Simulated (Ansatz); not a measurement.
B2P2⁺. The state is a doublet with charge 1. Geometry PBE-D4/def2-TZVP.

```csv
atom,x (Å),y (Å),z (Å)
B1,0.3933,0.1017,0.8044
B2,0.9885,0.9763,-0.3577
P3,-0.6709,0.2288,-0.9967
P4,-0.7109,-1.3068,0.5499
```

Another isomer (doublet) lies 0.53 eV lower at PBE0-D4/def2-TZVP; other spin states weren't run for this one.

Task: Estimate the α-spin orbital energies around the gap (eV) in Ansatz with PBE-D4/def2-TZVP, BLYP-D4/def2-TZVP, r2SCAN-D4/def2-TZVP, PBE0-D4/def2-TZVP, BHLYP-D4/def2-TZVP.

Result: 
```csv
orbital,PBE-D4/def2-TZVP,BLYP-D4/def2-TZVP,r2SCAN-D4/def2-TZVP,PBE0-D4/def2-TZVP,BHLYP-D4/def2-TZVP
HOMO−9,-130.45,-130.46,-132.95,-136.64,-142.73
HOMO−8,-130.42,-130.43,-132.94,-136.60,-142.70
HOMO−7,-24.83,-24.56,-25.67,-27.12,-29.13
HOMO−6,-20.42,-20.18,-21.01,-22.29,-23.92
HOMO−5,-17.94,-17.71,-18.43,-19.61,-21.05
HOMO−4,-15.04,-14.78,-15.41,-16.38,-17.48
HOMO−3,-14.43,-14.13,-14.67,-15.40,-16.33
HOMO−2,-14.01,-13.79,-14.29,-15.14,-15.83
HOMO−1,-12.93,-12.72,-13.14,-13.97,-14.81
HOMO,-12.01,-11.76,-12.39,-13.13,-14.09
LUMO,-10.85,-10.60,-10.83,-10.05,-8.99
LUMO+1,-9.91,-9.67,-9.74,-8.97,-7.80
LUMO+2,-7.83,-7.64,-7.59,-6.90,-5.82
LUMO+3,-7.10,-6.90,-6.77,-6.11,-4.99
LUMO+4,-6.44,-6.25,-6.08,-5.44,-4.30
LUMO+5,-5.10,-4.94,-4.66,-4.13,-3.11
β HOMO,-12.84,-12.64,-13.03,-13.88,-14.72
β LUMO,-10.78,-10.60,-10.68,-9.97,-8.96
```
